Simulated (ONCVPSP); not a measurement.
Before and after: ONCV potential for Zr (Z = 40)

- Element: zirconium (Zr)
- Generator: ONCVPSP 4.0.1
- Type: optimised norm-conserving Vanderbilt (ONCV)
- Functional: LDA (Perdew-Zunger)
- Relativity: scalar-relativistic
- Frozen core: [Ar] 3d10
- Valence charge: 12
- Reference configuration: 4s2 4p6 4d2 5s2
- Partial waves: 4s+5s: rc 2.25 bohr, ncon 4, nbas 8, qcut 5.4 1/bohr, 2 projectors; 4p: rc 1.90 bohr, ncon 4, nbas 8, qcut 5.6 1/bohr, 2 projectors, debl 3.6 Ha; 4d: rc 2.50 bohr, ncon 4, nbas 9, qcut 5.7 1/bohr, 1 projector
- Local potential: polynomial inside 1.45 bohr (lpopt 5, dvloc0 6 Ha)
- Core correction: none

Change: local potential polynomial inside 1.60 bohr (lpopt 5, dvloc0 0 Ha).

Cutoffs: the cutoffs (Ha) at which the residual kinetic energy of the hardest occupied pseudo-wave falls to 1 and 0.1 mHa per electron; they do not see the model core or the augmentation charge, which bear on the density cutoff. Errors are all-electron minus pseudo energies relative to the spin-unpolarised reference configuration.

How do hardness, ghosts and transferability respond?

The potential gets neither clearly harder nor softer (11 Ha and 13 Ha → 11 Ha and 13 Ha); the errors of the 4 common tests hardly move; neither file shows a bound ghost.

| quantity | base | changed |
| --- | --- | --- |
| cutoff, loose | 11 Ha | 11 Ha |
| cutoff, tight | 13 Ha | 13 Ha |
| bound ghosts | none | none |
| GHOST(+) flags under 300 eV | none | none |
| error for 4s2 4p6 4d2 5s1, meV [ΔE 7.35 eV] | -1.7 | -1.7 |
| error for 4s2 4p6 4d2 5s0, meV [ΔE 20.59 eV] | -8.0 | -7.9 |
| error for 4s2 4p6 4d1 5s0, meV [ΔE 43.41 eV] | +5.3 | +5.6 |
| error for 4s2 4p6 4d2 5s1.5, meV [ΔE 2.97 eV] | -0.5 | -0.5 |
| s: phases at 2.28 bohr within 0.05 rad from the reference energy up to (Ha; the scan ends near 5) | 3.5 | 3.4 |
| p: phases at 1.93 bohr within 0.05 rad from the reference energy up to (Ha; the scan ends near 5) | to the end of the scan | to the end of the scan |
| d: phases at 2.54 bohr within 0.05 rad from the reference energy up to (Ha; the scan ends near 5) | 1.1 | 1.1 |
